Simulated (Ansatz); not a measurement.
`N[BH][GeH3]` and `NBO` differ in one atom or group.

Ansatz, PBE0-D4/def2-TZVP geometries, multiplicity 1. Each molecule was computed in one conformer, which needn't be the lowest.

Scalar relativity is left out up to krypton.

```
                                                                                  property  `N[BH][GeH3]`
                                                         HOMO energy (PBE/def2-TZVPP) / eV          -6.61
                                        size of the dipole moment (ωB97M-V/def2-TZVPP) / D           2.62
ideal-gas entropy at 298 K and 1 bar (rigid rotor, harmonic PBE0-D4/def2-TZVP) / J/(mol·K)            308
                                                     HOMO–LUMO gap (B3LYP/def2-TZVPP) / eV           6.98
                                                      HOMO–LUMO gap (PBE0/def2-TZVPP) / eV           7.37
                                                        LUMO energy (PBE0/def2-TZVPP) / eV          -0.44
```

(1) What does the change do to each property? (Best estimate.)

Results:

(1) Computed: 
```json
{"property": "HOMO energy (PBE/def2-TZVPP) / eV", "`NBO`": "-6.31", "shift": "0.30"}
{"property": "size of the dipole moment (ωB97M-V/def2-TZVPP) / D", "`NBO`": "0.61", "shift": "-2.01"}
{"property": "ideal-gas entropy at 298 K and 1 bar (rigid rotor, harmonic PBE0-D4/def2-TZVP) / J/(mol·K)", "`NBO`": "261", "shift": "-47"}
{"property": "HOMO–LUMO gap (B3LYP/def2-TZVPP) / eV", "`NBO`": "8.27", "shift": "1.29"}
{"property": "HOMO–LUMO gap (PBE0/def2-TZVPP) / eV", "`NBO`": "8.91", "shift": "1.54"}
{"property": "LUMO energy (PBE0/def2-TZVPP) / eV", "`NBO`": "1.14", "shift": "1.58"}
```

With PBE0 the HOMO rises by 0.05 eV and the LUMO rises by 1.58 eV, so the gap widens by about 1.53 eV. PBE moves the HOMO by 0.30 eV and ωB97M-V by -0.20 eV. The zero-point energy changes by -22.4 kJ/mol with -6 modes. Dipoles are sizes alone; their direction can turn.

B3LYP here is the variant with VWN-RPA as its local correlation; programs differ in this.
